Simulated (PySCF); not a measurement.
C₆ coefficients of unlike pairs at PBE

Calculated with PySCF 2.14 from the dipole response of each species, C₆(A,B) = (3/π) ∫ α_A(iu) α_B(iu) du, in atomic units, from isotropic polarisabilities. For ions this is the dispersion term alone; charge-induced terms of lower order in 1/R come first.

```tsv
species	configuration	basis	relativity	α (bohr³)	C₆ (like pair)
Kr³⁺	[Ar] 3d10 4s2 4p3 (4S)	aug-cc-pVTZ-DK (7s6p4d2f)	spin-free X2C	5.433	20.94
Ne²⁺	[He] 2s2 2p4 (3P)	aug-cc-pwCVTZ (7s6p4d2f)	none	0.8759	1.119
Mn	[Ar] 3d5 4s2 (6S)	dyall-av2z (16s12p7d2f)	none	74.62	701.0
In	[Kr] 4d10 5s2 5p1 (2P)	x2c-TZVPPall with one added diffuse shell each of s, p, d, f type (9s7p5d3f)	spin-free X2C	79.90	823.3
```

(1) Estimate C₆ for Mn with Ne²⁺.

No spin-orbit coupling is included.

The other pairs:

```csv
pair,C₆
"In, Kr³⁺",106.0
"Mn, Kr³⁺",93.56
"In, Mn",758.1
"In, Ne²⁺",19.82
"Ne²⁺, Kr³⁺",4.517
```

Answers

(1) The integral gives 17.12. The combination rule 2 C_A C_B / (C_A α_B/α_A + C_B α_A/α_B) gives 15.15 and the geometric mean 28.01.
